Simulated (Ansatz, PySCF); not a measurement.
Complex: CH3F (SMILES CF) (first 5 atoms) with CHN (SMILES C#N); geometry from B3LYP-D3(BJ)/def2-TZVP, rigid monomers moved along the line of their centres of mass till F2···H8 is 1.84 Å.
(charge 0, multiplicity 1):
| atom | x (Å) | y (Å) | z (Å) |
|---|---|---|---|
| C | -0.0832 | 0.4859 | -0.5054 |
| F | -0.1548 | -0.6706 | 0.2818 |
| H | 0.8397 | 0.4488 | -1.0823 |
| H | -0.9494 | 0.5029 | -1.1653 |
| H | -0.0876 | 1.3538 | 0.1537 |
| C | -0.2574 | -0.1998 | 3.1232 |
| N | -0.2892 | 0.1946 | 4.1994 |
| H | -0.2269 | -0.5543 | 2.1120 |

Monomers are frozen at their geometry in the pair; levels with a basis set take the counterpoise correction. Rows marked so take none.

Rows in 3-21G, 6-31G* carry no dispersion term and start afresh at each structure (6-31G* with six Cartesian d functions).

The values were computed with Ansatz (Gaussian orbitals); PySCF for 3-21G rows, 6-31G* rows. Values without a source in brackets are computed.

Q: One of these levels gives -7.8 kJ/mol for the interaction energy. Which one is it?
A) HF/6-31G* (no counterpoise)
B) HF/6-31G*
C) HF/aug-cc-pVDZ
D) HF/3-21G (no counterpoise)

A: C, HF/aug-cc-pVDZ. The others give -39.3 (HF/3-21G (no counterpoise)), -9.4 (HF/6-31G*), -15.8 (HF/6-31G* (no counterpoise))

Ansatz is a program for electronic structure.
